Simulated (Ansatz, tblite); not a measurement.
Forces on the cluster Cu₈Te₄⁻ at its PBE-D4/def2-SVP geometry. The state is a doublet with charge -1.

In the def2 sets Te takes a core potential; there is no spin–orbit coupling. The xTB rows come from tblite. Single mean-field runs in def2-TZVP are fitted with def2-universal-jkfit. The structure comes from a short search, and lower isomers may exist.

GFN1-xTB (tblite), largest force 0.85 eV/Å:

```xyz
12
positions Å, forces eV/Å
Cu    2.048   -0.705    0.735    0.404   -0.093    0.047
Cu   -0.297   -1.531    0.307   -0.218   -0.755    0.092
Cu    0.102    0.760    1.393   -0.010    0.440    0.657
Cu   -2.039    0.305    0.107   -0.551    0.041    0.117
Cu   -0.307    1.944   -0.830   -0.065    0.445   -0.154
Cu    1.516    0.357   -1.311    0.548    0.195   -0.613
Cu    0.719   -1.346    2.574   -0.317   -0.023    0.165
Cu   -0.723   -0.442   -1.961   -0.165   -0.129   -0.427
Te   -1.795   -0.819    2.388    0.470    0.095   -0.374
Te    1.977    2.185    0.387   -0.301   -0.403   -0.102
Te    1.222   -2.139   -1.662   -0.161    0.399    0.279
Te   -2.424    1.431   -2.128    0.366   -0.212    0.313
```

GFN2-xTB (tblite), largest force 1.59 eV/Å:

```
Cu 1.046 -0.549 0.774
Cu -0.386 -0.693 -0.074
Cu -0.166 0.577 0.529
Cu -0.438 0.190 -0.241
Cu -0.103 0.962 -0.007
Cu 0.865 0.448 -1.262
Cu -0.176 -0.042 0.151
Cu -0.365 -0.538 -0.717
Te -0.301 -0.386 0.924
Te 0.440 0.679 0.398
Te 0.176 -0.827 -0.314
Te -0.593 0.181 -0.162
```

PBE-D4/def2-TZVP (Ansatz), largest force 0.43 eV/Å:

```
Cu 0.354 -0.058 -0.008
Cu -0.101 -0.318 0.000
Cu -0.008 0.217 0.254
Cu -0.330 0.029 0.060
Cu -0.037 0.335 -0.077
Cu 0.316 0.077 -0.279
Cu -0.065 -0.150 0.341
Cu -0.118 -0.130 -0.298
Te 0.114 0.056 -0.161
Te -0.156 -0.140 -0.049
Te -0.103 0.163 0.095
Te 0.134 -0.082 0.123
```
